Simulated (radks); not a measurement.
Results of a calculation; reference values are marked as such.
Numerical settings for neutral boron, [He] 2s2 2p1. Code: a radial shooting solver on a logarithmic mesh with Libxc functionals. Model: non-relativistic Kohn-Sham, BLYP, spin-polarised, spherical densities, point nucleus; open shells are filled with parallel spins first. The defaults (mesh step 0.008 in ln r, mesh end at 40 bohr or more with all orbitals vanishing there, Anderson mixing 0.5 over 9 steps, residual threshold near 1e-9 with the energy settled to 1e-9 hartree or 1e-11 of itself, here a cap of 56 iterations) give E = -24.6458 hartree and 2p at -3.882 eV in 13 iterations. Run on one thread of a shared host, so times are rough (Arm Neoverse V2): 0.06 s of CPU time, 0.06 s wall, 13 iterations on 2496 mesh points. Changes against that run (0 stands for a change within the tolerance of the run):

setting,iterations,converged,E (mhartree),e(2p) (meV),CPU (s)
mesh step in ln r 0.2,56,no,-1.66e+05,-,0.07
mesh step in ln r 0.05,13,yes,0,0,0.01
mesh step in ln r 0.003,13,yes,0,0,0.14
mesh end (bohr) 1,13,level above zero,+2.59e+04,+2.07e+05,0.04
mesh end (bohr) 3,13,level above zero,+582,+1.14e+04,0.04
residual threshold 1e-05,9,yes,0,-0.0261,0.04
residual threshold 0.01,8,yes,0,+0.151,0.04
mixing 0.01,18,yes,0,0,0.08
"linear mixing, mixing 0.2",56,no,0,-0.0157,0.19
"linear mixing, mixing 0.05",56,no,+0.0401,-262,0.21
mixing history 3,16,yes,0,0,0.06
iteration cap 2,2,no,+9.06,-3.58e+03,0.01

Settled on a wrong energy, with an occupied level pushed above zero by the early mesh end: mesh end (bohr) 1 (+25.9 hartree); mesh end (bohr) 3 (+0.582 hartree). Apart from these: no run marked as converged misses the energy by more than 1 mhartree. A mesh that ends early acts as a hard wall.
